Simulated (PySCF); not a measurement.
Levels of O³⁺ from EOM-EA-GCCSD

Reference: closed-shell O⁴⁺, [He] 2s2; one electron is added. Calculated with PySCF 2.14, two-component X2C-1e with screened spin-orbit coupling, an even-tempered Gaussian basis (18 s from 0.052 bohr⁻², ratio 2.6; 11 p from 0.068 bohr⁻², ratio 2.6; 8 d from 0.069 bohr⁻², ratio 2.8; 4 f from 2.4 bohr⁻², ratio 2.8); frozen nothing; the 28 highest virtual spinors dropped; of the others 56 kept and the rest restored at second order. No Breit or QED terms. Binding energies in eV.

```csv
level,Koopmans,second order,EOM-CCSD
2p1/2,76.650,77.804,77.473
2p3/2,76.596,77.750,77.422
3s1/2,32.589,32.960,33.140
3d3/2,25.046,24.972,25.187
3d5/2,25.045,24.970,25.185
```

Electric-dipole lines between these computed levels:

```tsv
lower	upper	ΔE (eV)	vacuum wavelength (nm)
2p1/2	3s1/2	44.334	27.97
2p1/2	3d3/2	52.286	23.71
2p3/2	3s1/2	44.282	28.00
2p3/2	3d3/2	52.234	23.74
2p3/2	3d5/2	52.237	23.74
```

Quantum defects δ = n − Z_c √(13.6057 eV / E) with Z_c = 4: 2p1/2 0.324, 2p3/2 0.323, 3s1/2 0.437, 3d3/2 0.060, 3d5/2 0.060.

For comparison, the ionisation energy of O³⁺ is 77.413 eV (measured; NIST Atomic Spectra Database, ionization energies).

Only part of the computed levels is shown.

The screened spin-orbit operator tends to give fine-structure splittings of light species too large.

The highest levels are limited by the diffuse functions of the basis.
